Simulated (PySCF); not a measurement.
A calculated (UHF, PySCF 2.14, aug-cc-pVDZ, no relativity, point nucleus) atom or ion has these occupied shells.

| shell | electrons | orbital energy (eV) | rms radius, mean of both spins (bohr) |
| --- | --- | --- | --- |
| 1s α | 1 | -8316.1 | 0.0635 |
| 1s β | 1 | -8316.0 | 0.0635 |
| 2s α | 1 | -1032.7 | 0.268 |
| 2s β | 1 | -1030.6 | 0.268 |
| 2p α | 3 | -897.26 | 0.239 |
| 2p β | 3 | -895.19 | 0.239 |
| 3s α | 1 | -135.80 | 0.804 |
| 3s β | 1 | -130.44 | 0.804 |
| 3p α | 3 | -92.546 | 0.853 |
| 3p β | 3 | -86.112 | 0.853 |
| 3d α | 5 | -20.382 | 1.11 |
| 3d β | 3 | -17.756 | 1.11 |
| 4s α | 1 | -7.768 | 3.31 |
| 4s β | 1 | -7.308 | 3.31 |

Problem. Name the element and its charge.

Solution. Ni (nickel, neutral), in [Ar] 3d8 4s2, high-spin 3F determinant.
